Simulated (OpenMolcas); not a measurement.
Au3+ among 8 point charges of -1.2 e arranged as a cube (Oh), 2.39 Å from the ion.
```
   1.3799    1.3799    1.3799  -1.20
   1.3799    1.3799   -1.3799  -1.20
   1.3799   -1.3799    1.3799  -1.20
   1.3799   -1.3799   -1.3799  -1.20
  -1.3799    1.3799    1.3799  -1.20
  -1.3799    1.3799   -1.3799  -1.20
  -1.3799   -1.3799    1.3799  -1.20
  -1.3799   -1.3799   -1.3799  -1.20
```

| Quantity | Value |
| --- | --- |
| Program | OpenMolcas 26.06 |
| Method | SS-CASPT2, IPEA 0.25 Eh, imaginary shift 0.1 Eh (closed shells correlated: 5s 5p) |
| Basis | ANO-RCC-VDZP [7s6p4d2f] |
| Scalar Hamiltonian | DKH2, point nucleus |
| Active space | 8 electrons in 5 orbitals (5d) |
| State averaging | 2S+1 = 3 even, 10 roots; 2S+1 = 1 even, 15 roots |
| Spin-orbit coupling | RASSI with atomic mean-field integrals over the reference wave functions |

**Question.** What is the spin-free ground state (labels of O, the rotations of Oh)?

**Answer.** 3T1, 3-fold in its orbital part, 100 % from free-ion F terms; it has the highest spin that d8 allows.

**Question.** Where is the first state of the same spin?

**Answer.** 3T2 at 2210 cm-1 above the ground state.

**Question.** What are the lowest two levels with spin-orbit coupling?

**Answer.** A 1-fold level A1, then a 3-fold level T1 760 cm-1 above it. Their leading multiplicities are 3 (96 %) and 3 (96 %).

**Question.** What is χT at 300 K, and how does it compare with the textbook value?

**Answer.** The lowest level has 2S+1 = 3, for which the spin-only value is χT = S(S+1) / 2 = 1.000 cm3 K/mol (g = 2). The computed 2.049 at 300 K differs by +1.049, through orbital momentum, spin-orbit coupling and any other state in reach. With a threefold ground state the orbital momentum is unquenched, so the spin-only value is not expected to hold.

Roots that are degenerate in the reference are averaged as groups; the widest CASPT2 spread within a group is 180 cm-1 (the 3-fold group of multiplicity 3 near 0 cm-1 above the lowest state of its run). Shifts and gaps below about the spread of the groups concerned are not significant. An orbital triplet at a regular site is open to Jahn-Teller coupling, which can distort the site and quench the lowest spin-orbit gaps and is left out. Real 4d8 and 5d8 ions are as a rule square planar and diamagnetic. The ground term spreads over less than 5000 cm-1, several times less than with real ligands, so orbital moments are less quenched and χT lies further from the spin-only value than at real sites. Free-ion shares, where given, are those of the reference states; single-state CASPT2 does not remix them. Point charges carry no covalency, so the field is a model and not that of real ligands. No measured value stands beside these numbers.
